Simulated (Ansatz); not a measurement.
TiHCl₃. The state is a triplet with charge 0. Geometry PBE0-D4/def2-SVP, that of the neutral singlet; atoms count from 1.

```xyz
5

Ti   -0.0082    0.0301    0.0434
H     0.2461   -0.8992   -1.2954
Cl   -2.0769    0.5895   -0.1703
Cl    1.4170    1.6225   -0.2235
Cl    0.4221   -1.3429    1.6458
```

At PBE0-D4/def2-TZVP a singlet of charge 0 lies 3.20 eV below the triplet at the same geometry.

Estimate the Mulliken populations from the PBE0/def2-TZVP orbitals of Ansatz.


```json
{"atom": "Ti1", "charge (e)": "0.85", "spin (α − β)": "1.26", "d electrons": "2.47"}
{"atom": "H2", "charge (e)": "0.22", "spin (α − β)": "0.76", "d electrons": "–"}
{"atom": "Cl3", "charge (e)": "-0.34", "spin (α − β)": "-0.05", "d electrons": "–"}
{"atom": "Cl4", "charge (e)": "-0.37", "spin (α − β)": "0.02", "d electrons": "–"}
{"atom": "Cl5", "charge (e)": "-0.37", "spin (α − β)": "0.02", "d electrons": "–"}
```
Mulliken values and Mayer orders depend strongly on the basis.

Where does the spin sit?

Summed by element: Ti 1.26, H 0.76, Cl -0.01, of 2 unpaired in all. Largest on single atoms: Ti1 1.26, H2 0.76, Cl3 -0.05.

And the Mayer bond orders between bonded heavy atoms (over 0.3)?

Ti1–Cl3 1.13 (2.15 Å); Ti1–Cl4 1.10 (2.15 Å); Ti1–Cl5 1.10 (2.15 Å).
